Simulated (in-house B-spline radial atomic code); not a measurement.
The numbers below are computed, except where a source is named.
Correlation energy from the adiabatic connection: −Z exp(−kr)/r, Z = 2.81, k = 0.347

Two electrons in a singlet, external potential −Z exp(−kr)/r, Z = 2.81, k = 0.347 (atomic units). Full CI in B-splines (partial waves to l = 8, correlation up to 0.6 % small) with the density held fixed gives W(λ) = <V_ee>_λ − U, and E_c is the integral of W(λ) − W(0) from 0 to 1.

| λ | W(λ) − W(0) (hartree) |
| --- | --- |
| 0 | 0.00000 |
| 0.02 | -0.00190 |
| 0.05 | -0.00474 |
| 0.12 | -0.01125 |
| 0.25 | -0.02298 |
| 0.4 | -0.03597 |
| 0.6 | -0.05243 |
| 0.8 | -0.06799 |
| 1 | -0.08271 |

Q: Integrate the table by the trapezoid rule.

A: The strips give -0.00002, -0.00010, -0.00056, -0.00222, -0.00442, -0.00884, -0.01204, -0.01507, which sum to -0.04328 hartree. The direct value, W(1) − W(0) + T_c with T_c = 0.03937, is -0.04333; the curve is convex, so chords lie above it and the trapezoids fall short in size by 0.13 %.

Q: Now use only three numbers: W(0) = -1.5037, the initial slope W'(0) = -0.09545 (extrapolated from the first points) and the strong-coupling limit of the point-charge-plus-continuum model, W∞ = -2.1431. What do second-order theory and the interpolation W(λ) = W∞ + (W(0) − W∞)/√(1 + 2χλ) of Seidl, Perdew and Levy give?

A: Second order keeps the slope alone: E_c = W'(0)/2 = -0.04772, +10 % in size against -0.04333. Matching the slope fixes χ = W'(0)/(W∞ − W(0)) = -0.09545/(-0.63940) = 0.14928. Integrating, with s = √(1 + 2χ) = 1.139544, E_c = −(W(0) − W∞)(s − 1)/(s + 1) = −0.63940 × 0.139544/2.139544 = -0.04170 hartree, -3.8 % in size against the full result. At λ = 1 the formula gives W − W(0) = -0.07830 against -0.08271. Part of the miss can come from the model's W∞.
